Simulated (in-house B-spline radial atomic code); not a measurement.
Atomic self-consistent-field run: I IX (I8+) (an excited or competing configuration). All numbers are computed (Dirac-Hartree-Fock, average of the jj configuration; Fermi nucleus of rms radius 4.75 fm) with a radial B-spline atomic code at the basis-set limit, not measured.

In the input, a minus or plus after the letter marks the j = l - 1/2 or j = l + 1/2 subshell.

Command:
```bash
python run_scf.py task.json out
```
Settings (nuclear radius in fm, mass in u):
```
Z                53
configuration    1s2 2s2 2p6 3s2 3p6 3d-4 3d+5 4s2 4p6 4d-3 4d+6 6g+1
hamiltonian      dirac
method           hf
spin_polarised   False
nucleus          fermi
rms_radius       4.75
atomic_mass      126.90447
speed_of_light   137.035999084
```

Output (hartree, bohr):
```
 radial grid: 68 intervals, B-splines of order 8, outer radius 22.069 bohr

 iter        energy (Eh)    residual
    1       -7041.123287    1.36e+00
    2       -7067.883468    7.01e-01
    3       -7072.015067    2.15e-01
    4       -7072.447729    6.86e-02
    5       -7072.492515    2.28e-02
    6       -7072.498871    1.65e-03
    7       -7072.498901    6.24e-05
    8       -7072.498901    4.07e-06
    9       -7072.498901    4.20e-07

 total energy                     -7072.49890
 kinetic                            7499.5955
 electron-nucleus                 -16937.4445
 electron-electron                  2365.3502

 first-order corrections (not in the total)
   Gaunt                             6.0133
   retardation                      -0.6192
   frequency dependence             -0.0586
   self-energy                       4.1077
   Uehling                          -0.5608
   Wichmann-Kroll                    0.0128
   recoil                            0.0207

 orbital      occ     eigenvalue          <r>       <r^2>       <1/r>     <1/r^3>       <r^4>       r_max    small
 1s1/2      2.000     -1232.8055    0.0272182  0.00100439      56.835           - 2.64477e-06     0.01754  3.81e-02
 2s1/2      2.000      -199.8081     0.116533   0.0160767     13.2926           - 0.000446919     0.09911  8.18e-03
 2p1/2      2.000      -187.4192    0.0985256   0.0119434     13.2328           -  0.00028806     0.07621  8.17e-03
 2p3/2      4.000      -176.3355     0.104117   0.0132073     12.2154     5222.17 0.000344295     0.08096  7.76e-03
 3s1/2      2.000       -46.6291     0.310251    0.110088     4.79002           -   0.0183964      0.2839  2.47e-03
 3p1/2      2.000       -41.5316     0.300549     0.10489     4.69524           -    0.017484      0.2707  2.41e-03
 3p3/2      4.000       -39.2503     0.311724    0.112644     4.44169     1029.78   0.0201004       0.281  2.30e-03
 3d3/2      4.000       -30.4803     0.282261   0.0940775     4.28885     164.774   0.0160418      0.2282  2.17e-03
 3d5/2      5.000       -30.0247     0.288311   0.0985729     4.20182     151.028   0.0182845      0.2316  2.12e-03
 4s1/2      2.000       -12.8997     0.720836    0.584757      1.9412           -    0.493874      0.6688  7.16e-04
 4p1/2      2.000       -10.9151     0.745643    0.630015     1.84473           -     0.58708      0.6834  6.63e-04
 4p3/2      4.000       -10.5329     0.768672    0.669144     1.77107     207.864     0.66081      0.7053  6.34e-04
 4d3/2      3.000        -7.3288     0.834049    0.800654     1.57551      27.901     1.00838      0.7377  5.23e-04
 4d5/2      6.000        -7.2483     0.841714    0.817664     1.57552     27.1812     1.05452      0.7484  5.33e-04
 6g9/2      1.000        -1.1364      4.79509     25.9988    0.258491   0.0451294     932.522        5.12  3.21e-05
```

Run time, properties included: 1 s on 1 thread of AMD EPYC 9R14, on a shared host.

For the Dirac Hamiltonian the kinetic term is c α·p + (β - 1)c².
